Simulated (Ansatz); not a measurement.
Input for Ansatz (a program for electronic structure): U-CCSD(T)/def2-TZVPP on CH4Cd (SMILES [CH3][CdH]), a point of a bond scan (R = 1.346 Å). Elements past Kr take the def2 small-core potentials; no spin–orbit coupling.

Ansatz 0.2 input:
```yaml
crystal:
  periodic: [false, false, false]
  atoms:
    - {symbol: Cd, position_ang: [-0.28068773, -0.15103297, -0.04141861]}
    - {symbol: H, position_ang: [-1.45609407, -0.78349778, -0.21486295]}
    - {symbol: C, position_ang: [1.58135131, 0.85089642, 0.23334606]}
    - {symbol: H, position_ang: [2.03123692, 0.55928180, 1.18282066]}
    - {symbol: H, position_ang: [1.43288682, 1.93112443, 0.23532541]}
    - {symbol: H, position_ang: [2.27072534, 0.59541191, -0.57190501]}
basis:
  gaussian:
    orbitals: def2-TZVPP
correlation: {method: ccsd_t, electrons: outside_noble_gas}
scf: {omitted_lower_state_checks: [cluster_reference]}
magnetization: {spin_polarized: true, initial_magnetization: 0}
```

The head of its log:

```
WARN ansatz: RAYON_NUM_THREADS=1 ignored (pool sized by the plan → 1); use --threads N
Functional definition: HF
these checks for a lower state are left out or cut short: cluster_reference
integrals: 0.50 GiB planned
879 factors; integrals over basis functions are off by at most 1.2e-3 eV
mean field: 0.41 GiB planned
mean field evaluation 1: about -5630.2585 eV, gradient 2.1e1 eV
mean field evaluation 2: about -5630.2620 eV, gradient 2.1e1 eV
mean field evaluation 4: about -5632.5616 eV, gradient 1.9e0 eV
mean field evaluation 8: about -5632.5895 eV, gradient 1.8e-4 eV
mean field -5632.58954330 eV, -206.9938478099 hartree, gradient 1.3e-6 eV, S^2 0.000000; 0 other end points of the search recorded, 0 dependent functions left out
5 core orbitals not correlated
reference -5632.58954330 eV, -206.9938478099 hartree; 10, 10 occupied and 128, 128 virtual orbitals, 879 factors
```

**Question.** Predict the final total energy.

**Answer.** -207.6628 hartree (reference determinant -206.9938, T1 diagnostic 0.011).
